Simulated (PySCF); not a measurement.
## How methods differ on the ionisation energy of Zr

Zr [Kr] 4d2 5s2 [4d3/2^2, M_J = 2] → Zr⁺ [Kr] 4d2 5s1 [4d3/2^2 5s1/2^1, M_J = 3/2], as a difference of total energies. Computed with PySCF 2.14 in x2c-SVPall-2c (6s8p6d1f, 67 functions), with the two-component X2C-1e Hamiltonian. Correlated levels: [Ar] 3d10 frozen; the 6 highest virtual spinors dropped. "Screened" scales the spin-orbit matrix elements by Boettger's factors to mimic the two-electron term; Breit and QED terms are absent.

```tsv
method	ionisation energy (eV)
GHF (spin-free)	5.236
GMP2 (spin-free)	6.256
GHF (screened spin-orbit)	5.234
GMP2 (screened spin-orbit)	6.255
```

How much does correlation contribute at GMP2 (screened spin-orbit)?

6.255 − (5.234) = 1.021 eV, measured against GHF (screened spin-orbit).

The spin-free rows relax to the high-spin LS determinant and lack the spin-orbit shift.

Errors of the correlated levels include the incompleteness of this basis and the frozen core.

The labels give the starting determinants; with spin-orbit coupling the two ends relaxed to ⟨J²⟩ = 7.71, ⟨L²⟩ = 12.09, ⟨S²⟩ = 2.06 and ⟨J²⟩ = 6.41, ⟨L²⟩ = 11.98, ⟨S²⟩ = 3.74.

MP2 underrates the near-degeneracy of ns² with np² in the lower species.

The determinant of Zr and of Zr⁺ mixes levels of different J (the jj label is only the starting occupation), so the difference between spin-free and spin-orbit rows is not the physical spin-orbit shift.

For comparison: 6.634 eV (measured; NIST Atomic Spectra Database, ionization energies).
